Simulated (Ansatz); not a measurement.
In₅Sb₅H₁₈, a cluster cut from wurtzite InSb (hydrogen-capped). Total charge 0; triplet. Geometry PBE-D4/def2-SVP, that of the neutral singlet.

```xyz
28

Sb   -4.136   -1.914    0.401
In   -2.476   -2.281   -1.989
Sb   -0.060   -0.899   -1.196
In    2.212   -1.343   -2.931
Sb    4.379   -0.209   -1.312
In   -4.910    0.325    2.076
Sb   -2.149    1.310    2.046
In   -0.384    1.722   -0.190
Sb    2.104    2.161    1.191
In    4.831    2.275    0.120
H    -5.627   -2.702    0.053
H    -3.622   -3.103    1.532
H    -2.118   -3.983   -2.006
H    -3.258   -1.303   -3.197
H     0.390   -1.676    0.276
H     2.532   -3.053   -2.941
H     2.064   -0.237   -4.265
H     4.813   -1.417   -0.168
H     5.808   -0.402   -2.253
H    -5.229   -0.232    3.691
H    -5.783    1.445    1.077
H    -1.244    0.159    2.948
H    -1.887    2.598    3.158
H    -0.855    3.038   -1.222
H     2.094    0.826    2.275
H     1.816    3.337    2.414
H     4.790    3.564   -1.042
H     5.906    1.994    1.456
```

In the def2 sets In, Sb take a core potential; there is no spin–orbit coupling. Single mean-field runs in def2-TZVP are fitted with def2-universal-jkfit. At PBE0-D4/def2-TZVP a singlet of charge 0 lies 3.59 eV below the triplet at the same geometry.

(1) Estimate the α-spin orbital energies around the gap (eV) in Ansatz with PBE-D4/def2-TZVP, PBE0-D4/def2-TZVP.

Results:

(1) 
```json
{"orbital": "HOMO−5", "PBE-D4/def2-TZVP": "-6.67", "PBE0-D4/def2-TZVP": "-7.64"}
{"orbital": "HOMO−4", "PBE-D4/def2-TZVP": "-6.51", "PBE0-D4/def2-TZVP": "-7.40"}
{"orbital": "HOMO−3", "PBE-D4/def2-TZVP": "-6.24", "PBE0-D4/def2-TZVP": "-7.21"}
{"orbital": "HOMO−2", "PBE-D4/def2-TZVP": "-6.15", "PBE0-D4/def2-TZVP": "-7.04"}
{"orbital": "HOMO−1", "PBE-D4/def2-TZVP": "-6.15", "PBE0-D4/def2-TZVP": "-6.98"}
{"orbital": "HOMO", "PBE-D4/def2-TZVP": "-2.86", "PBE0-D4/def2-TZVP": "-3.22"}
{"orbital": "LUMO", "PBE-D4/def2-TZVP": "-2.51", "PBE0-D4/def2-TZVP": "-1.86"}
{"orbital": "LUMO+1", "PBE-D4/def2-TZVP": "-2.21", "PBE0-D4/def2-TZVP": "-1.58"}
{"orbital": "LUMO+2", "PBE-D4/def2-TZVP": "-2.21", "PBE0-D4/def2-TZVP": "-1.54"}
{"orbital": "LUMO+3", "PBE-D4/def2-TZVP": "-2.02", "PBE0-D4/def2-TZVP": "-1.33"}
{"orbital": "LUMO+4", "PBE-D4/def2-TZVP": "-1.75", "PBE0-D4/def2-TZVP": "-1.09"}
{"orbital": "LUMO+5", "PBE-D4/def2-TZVP": "-1.69", "PBE0-D4/def2-TZVP": "-0.98"}
{"orbital": "β HOMO", "PBE-D4/def2-TZVP": "-6.03", "PBE0-D4/def2-TZVP": "-6.82"}
{"orbital": "β LUMO", "PBE-D4/def2-TZVP": "-5.86", "PBE0-D4/def2-TZVP": "-5.65"}
```
